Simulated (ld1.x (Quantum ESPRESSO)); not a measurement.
# Which change was made? (Al, ultrasoft)

* Element: Al
* Generator: ld1.x (Quantum ESPRESSO) 7.5
* Type: ultrasoft
* Functional: PBE
* Relativity: scalar-relativistic
* Frozen core: [Ne]
* Valence charge: 3
* Reference configuration: 3s2 3p1
* Partial waves: 3s (bound): rcut 1.80, rcutus 2.45 bohr; 3s channel at 2.5 Ry: rcut 1.80, rcutus 2.45 bohr; 3p (bound): rcut 1.80, rcutus 2.20 bohr; 3p channel at 0.55 Ry: rcut 1.80, rcutus 2.20 bohr
* Local potential: all-electron potential smoothed inside 1.80 bohr (lloc = -1)
* Core correction: none
* Augmentation charge: PSQ, inside the norm-conserving radii

Cutoffs, loose and tight: the cutoffs (Ry, on a coarse ladder) from which the occupation-weighted sum of valence levels, in a spherical-Bessel basis at the reference potential, stays within 10 and 1 mRy of its value at 400 Ry. They do not see the model core or the augmentation charge, which bear on the density cutoff. Test errors are all-electron minus pseudo excitation energies from the reference, over the configurations 3s2 3p0; 3s1 3p0; 3s2 3p0.5; 3s1 3p1; 3s1 3p2; 3s2 3p1.3; 3s0 3p3; variants that change the core or the reference have their own tests. The largest error is taken over the tests solved by every variant that gives reliable tests at all, those not shown here included: 3s1 3p0; 3s1 3p1; 3s1 3p2; 3s2 3p0; 3s2 3p0.5.

The base gives: outcome: generated; cutoff, loose: 6 Ry; cutoff, tight: 6 Ry; bound ghosts: none; largest test error (meV): +34.

(1) After one change the result is: outcome: generated; cutoff, loose: 8 Ry; cutoff, tight: 21 Ry; bound ghosts: none; largest test error (meV): +22. Which change was it?
A. core correction a·sin(br)/r model core inside 1.58 bohr
B. type TM; waves now 3p (bound): rc 2.20 bohr; 3s (bound): rc 2.45 bohr; local potential the s channel
C. all radii scaled by about 1.42 (s 3.48, p 3.12 bohr, rcut 2.54/2.54); local potential all-electron potential smoothed inside 2.54 bohr (lloc = -1)

Answers

(1) B. The others give: core correction a·sin(br)/r model core inside 1.58 bohr → outcome: generated; cutoff, loose: 6 Ry; cutoff, tight: 6 Ry; bound ghosts: none; largest test error (meV): +20 | all radii scaled by about 1.42 (s 3.48, p 3.12 bohr, rcut 2.54/2.54); local potential all-electron potential smoothed inside 2.54 bohr (lloc = -1) → outcome: failed: chargeps: negative rho.
